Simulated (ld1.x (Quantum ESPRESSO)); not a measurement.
Configuration tests for nitrogen (TM semilocal)

N, norm-conserving Troullier–Martins (semilocal form), made with ld1.x (Quantum ESPRESSO) 7.5 (LDA (PZ), scalar-relativistic). Core [He], reference 2s2 2p3. Waves: 2p (bound): rc 2.40 bohr; 2s (bound): rc 0.95 bohr. Local part: the s channel. Core correction: Bessel-smoothed model core, default radius (core density twice the valence density).

Energies are relative to the spin-unpolarised reference configuration 2s2 2p3; without spin polarisation the order of configurations can differ from experiment. Spin-polarised rows fill each open shell by Hund’s rule, majority spin first.

Question: Give the all-electron excitation energy and the error of the potential for: 2s2 2p2; 2s2 2p1; 2s2 2p0; 2s1 2p3; 2s1 2p0; 2s2 2p3.3; 2s1 2p4; 2s2 2p3 (spin-polarised); 2s2 2p2 (spin-polarised).

Answer:

```json
{"valence configuration": "2s2 2p2", "charge": "+1", "ΔE all-electron (eV)": "13.732", "error AE − PS (meV)": "+66"}
{"valence configuration": "2s2 2p1", "charge": "+2", "ΔE all-electron (eV)": "42.702", "error AE − PS (meV)": "+735"}
{"valence configuration": "2s2 2p0", "charge": "+3", "ΔE all-electron (eV)": "89.866", "error AE − PS (meV)": "+3029"}
{"valence configuration": "2s1 2p3", "charge": "+1", "ΔE all-electron (eV)": "25.184", "error AE − PS (meV)": "-192"}
{"valence configuration": "2s1 2p0", "charge": "+4", "ΔE all-electron (eV)": "167.340", "error AE − PS (meV)": "+4830"}
{"valence configuration": "2s2 2p3.3", "charge": "-0.3", "ΔE all-electron (eV)": "-1.665", "error AE − PS (meV)": "-1.3"}
{"valence configuration": "2s1 2p4", "charge": "0", "ΔE all-electron (eV)": "11.204", "error AE − PS (meV)": "-15"}
{"valence configuration": "2s2 2p3 (spin-polarised)", "charge": "0", "ΔE all-electron (eV)": "-2.892", "error AE − PS (meV)": "-27"}
{"valence configuration": "2s2 2p2 (spin-polarised)", "charge": "+1", "ΔE all-electron (eV)": "12.043", "error AE − PS (meV)": "-0.2"}
```

Levels in the configuration 2s2 2p2 (spin-polarised):

| level | all-electron (eV) | pseudo (eV) |
| --- | --- | --- |
| 2s up | -33.471 | -33.569 |
| 2p up | -22.054 | -21.832 |
| 2s down | -30.068 | -30.104 |
